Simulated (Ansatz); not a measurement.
Task: Name a neutral molecule of B, C, Cl, F, Ge and H with HOMO–LUMO gap (PBE/def2-TZVPP) between 4.95 and 5.25 eV and HOMO–LUMO gap (ωB97M-V/def2-TZVPP) between 11.75 and 12.05 eV (Ansatz, PBE0-D4/def2-TZVP geometry).

Result: `B[C](F)(Cl)[GeH3]` (5.08 eV, 11.80 eV). Other molecules can fit too; these were computed, each in one conformer that needn't be the lowest.
